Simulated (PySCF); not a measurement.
A GIAO shielding run with PySCF 2.14 (density fitting, non-relativistic, gas phase) on `C#C[C@@H]1CS[Si@@H](OC)S1`, C₅H₈OS₂Si:

```
$ OMP_NUM_THREADS=1 python probes_run.py task.json out

{"job": {"kind": "nmr", "xc": "PBE0", "basis": "pcSseg-1"}, "charge": 0, "multiplicity": 1}
C     -2.931985     0.574668    -1.419922
C     -2.455389    -0.162506    -0.605866
C     -1.803220    -1.020361     0.351222
C     -1.431694    -0.282233     1.628131
S     -0.203393     1.040670     1.341655
Si     0.772226     0.063952    -0.302231
O      2.301629    -0.362523    -0.056530
C      3.429422     0.462319    -0.073842
S     -0.294946    -1.767259    -0.406220
H     -3.383888     1.207630    -2.123622
H     -2.450325    -1.868799     0.595225
H     -1.007021    -0.975569     2.354663
H     -2.310396     0.201588     2.055354
H      0.578825     0.886303    -1.487954
H      3.387168     1.184815     0.742950
H      4.306178    -0.173463     0.041633
H      3.489812     1.002798    -1.019528
```

Hardware: 1 thread of an Arm Neoverse V2, shared host. The job also computes population analyses, field gradients, ring-centre shieldings.

Question: How large is the calculation?

Answer: 92 electrons, 214 basis functions and 1179 auxiliary functions.

Question: How long does it take, and how much memory does it need?

Answer: 52 s of wall time, with 14 SCF cycles and 5 response iterations; peak memory 0.93 GiB. Times on a shared host scatter by some tens of per cent.
